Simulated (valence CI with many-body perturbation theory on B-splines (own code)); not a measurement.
Mn²⁺: input, log and results

Calculated by valence CI with perturbative core correlation (CI+MBPT): five valence electrons over a frozen Dirac-Fock core [Ar], radial functions for each j: 5 s, 5 p, 3 d, 3 f, with the one-electron correlation potential Σ1 (screened to all orders), the two-electron term Σ2, the three-electron term Σ3, Breit, model QED; selected single and double excitations, second order for the rest, scaled by the run's own slope (own B-spline code, finite nucleus).

Command, and the settings that its task file holds:

```sh
python run_cv.py task.json out
```

```
atom Mn  Z=25  mass_number=55  rms_radius_fm=3.7057
core [Ar]
valence 3d5
avg = 1
basis = S
breit = 1
cap = 10000
capref = 1200
cscale = 1
de = 0.0
dress = 0
eps = 2e-08
extrap = 1
h = 0.27
hh = 1
l2 = 3
lcore = 6
maxit = 60
n2 = 5
natural = 0
nlev = 20
nno = [2, 2, 1, 1, 0]
nroot = 26
nsp = [3, 3, 2, 2, 0]
pt2 = 1
qed = 1
rpa = 1
s1 = 1
s2 = 1
s3 = 1
screen = 1
tol = 2e-05
whole = 1
```

It took 42 s on 1 thread of Arm Neoverse N1, with other jobs on the host.

Log. The first blocks belong to the next ion, which gives the ionisation energy. Fields: 2J, parity (1 odd), roots, reference size, generating configurations, candidates as configurations/state functions, variational space P, stored matrix elements, Davidson steps; e2 is the range of second-order energies in hartree. The first line gives the box (bohr), its intervals, the orbitals and the steps of their self-consistent field. Window is the range of levels sought, series limit the energy at which the first omitted orbital would enter, core excitation an estimate of the first excitation out of the core, left out the lowest levels not solved, and shifts from estimates the range by which levels moved from their first estimate, all in cm⁻¹.

```
rmax 21.1 intervals 65 orbitals 27 references ['3d5', '3d4 4s', '3d4 4p'] scf 8 t 2.0
2J=0 par=0 roots 2 ref 19 generators 10 cand 384/647 P 399/666 nnz 0 it 0
2J=0 par=0 roots 2 ref 19 generators 17 cand 283/526 P 682/1192 nnz 0 it 0
   second order: generators 19 cand 1728/3679 e2 -0.00001 -0.00000
2J=2 par=0 roots 2 ref 43 generators 9 cand 247/892 P 266/935 nnz 0 it 0
2J=2 par=0 roots 2 ref 43 generators 15 cand 242/1164 P 508/2099 nnz 0 it 6
   second order: generators 20 cand 2355/11731 e2 -0.00002 -0.00001
2J=4 par=0 roots 2 ref 61 generators 10 cand 184/930 P 204/991 nnz 0 it 0
2J=4 par=0 roots 2 ref 61 generators 18 cand 262/1467 P 466/2458 nnz 0 it 6
   second order: generators 20 cand 1765/14188 e2 -0.00002 -0.00001
reference levels 556, estimated 38, window 48822 1/cm; series limit 216118, core excitation 343694
2J=5 par=0 roots 8 ref 81 generators 6 cand 132/960 P 413/3409 nnz 2.4e+06 it 7
2J=5 par=0 roots 8 ref 81 generators 21 cand 491/6543 P 904/9952 nnz 1.6e+07 it 9
   second order: generators 56 cand 7356/155584 e2 -0.00003 -0.00001
2J=11 par=0 roots 3 ref 35 generators 3 cand 131/740 P 361/1997 nnz 0 it 3
2J=11 par=0 roots 3 ref 35 generators 9 cand 383/3894 P 744/5891 nnz 6.3e+06 it 6
   second order: generators 35 cand 6365/103379 e2 -0.00002 -0.00001
2J=9 par=0 roots 4 ref 56 generators 3 cand 117/922 P 427/3246 nnz 2.2e+06 it 4
2J=9 par=0 roots 4 ref 56 generators 16 cand 389/4950 P 816/8196 nnz 1.1e+07 it 9
   second order: generators 49 cand 6978/135716 e2 -0.00004 -0.00002
2J=7 par=0 roots 5 ref 72 generators 6 cand 128/1224 P 404/3752 nnz 2.6e+06 it 5
2J=7 par=0 roots 5 ref 72 generators 16 cand 458/6152 P 862/9904 nnz 1.5e+07 it 7
   second order: generators 42 cand 7234/156289 e2 -0.00003 -0.00001
2J=3 par=0 roots 5 ref 67 generators 14 cand 98/687 P 429/3196 nnz 1.9e+06 it 5
2J=3 par=0 roots 5 ref 67 generators 35 cand 607/6273 P 1036/9469 nnz 1.2e+07 it 8
   second order: generators 63 cand 8074/136595 e2 -0.00010 -0.00001
2J=1 par=0 roots 3 ref 39 generators 14 cand 117/631 P 489/2333 nnz 0 it 4
2J=1 par=0 roots 3 ref 39 generators 32 cand 600/3582 P 1089/5915 nnz 4.3e+06 it 5
   second order: generators 58 cand 8463/79689 e2 -0.00007 -0.00001
2J=13 par=0 roots 1 ref 18 generators 1 cand 103/414 P 254/1062 nnz 0 it 0
2J=13 par=0 roots 1 ref 18 generators 2 cand 315/2492 P 569/3554 nnz 2.6e+06 it 5
   second order: generators 12 cand 4091/57880 e2 -0.00002 -0.00002
left out: unestimated 76193, estimated 56015, shifts from estimates -28 to 0
operators 1.7
```

The Davidson iterations converged. The settings are bad on purpose, so the numbers may not be properties of the ion.

Against 18 measured levels this calculation errs by 3741 cm⁻¹ on average and by 5578 at most. These come from a selection out of Corliss and Sugar, J. Phys. Chem. Ref. Data 6, 1253 (1977). Levels without a partner in it may be off by more, other configurations by 1,000 to 8,000 cm⁻¹. Only levels of the ground parity were solved; by the run's estimate the other parity begins above the list, which can be wrong where configurations are misplaced. 6 measured levels below the end of the list, from 42606 cm⁻¹ on, found no clear computed partner, and computed levels of the same name lie up to 5604 cm⁻¹ from them.

| Property | Result |
| --- | --- |
| Valence energy | -13.54054 hartree |
| Ionisation energy | 33.543 eV (NIST: 33.668 ± 0.012 eV (measured)) |
| Reference configurations for the orbitals | 3d5, 3d4 4s, 3d4 4p |
| Radial orbitals | 27 |
| Box radius | 21.07 bohr |
| Largest variational space | 9952 |
| Lowest levels | 3d5 6S_5/2 0.0, 3d5 4G_11/2 28741, 3d5 4G_9/2 28765, 3d5 4G_5/2 28773, 3d5 4G_7/2 28773, 3d5 4P_5/2 33826, 3d5 4P_3/2 33874, 3d5 4P_1/2 33937, 3d5 4D_7/2 35650, 3d5 4D_1/2 35716, 3d5 4D_3/2 35766, 3d5 4D_5/2 35778, 3d5 2I_13/2 41088, 3d5 2I_11/2 41093 cm⁻¹ |
